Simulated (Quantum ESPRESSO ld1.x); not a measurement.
Values are calculated unless marked as measured or tabulated.
In36+, 13 electrons, occupied as [Ne] 3s2 3p1 (the NIST ground configuration). Code: ld1.x of Quantum ESPRESSO 7.5. Model: scalar-relativistic Kohn-Sham, LDA (Slater exchange, Perdew-Zunger correlation), spin-polarised, spherical densities, point nucleus; open shells are filled with parallel spins first.

Radial electron density D(r) = 4 pi r^2 rho(r):

```
   r/bohr * D(r) (the largest magnitude, 72.8, reaches the edge; | marks zero)
 0.003401 |        *
  0.00422 |           *
 0.005238 |               *
 0.006553 |                    *
 0.008133 |                          *
  0.01009 |                                 *
  0.01253 |                                       *
  0.01555 |                                            *
  0.01945 |                                              *
  0.02414 |                                             *
  0.02996 |                                          *
  0.03719 |                                      *
  0.04652 |                                      *
  0.05774 |                                          *
  0.07166 |                                                  *
  0.08894 |                                                      *
   0.1113 |                                                 *
   0.1381 |                                  *
   0.1714 |                    *
   0.2127 |            *
   0.2661 |          *
   0.3303 |        *
   0.4099 |    *
   0.5087 |*
   0.6365 *
   0.7899 *
   0.9804 *
```

D(r) has 2 maxima, at r = 0.0204, 0.0897 bohr, and minima at 0.0429 bohr, inside which lie 2.06 electrons.
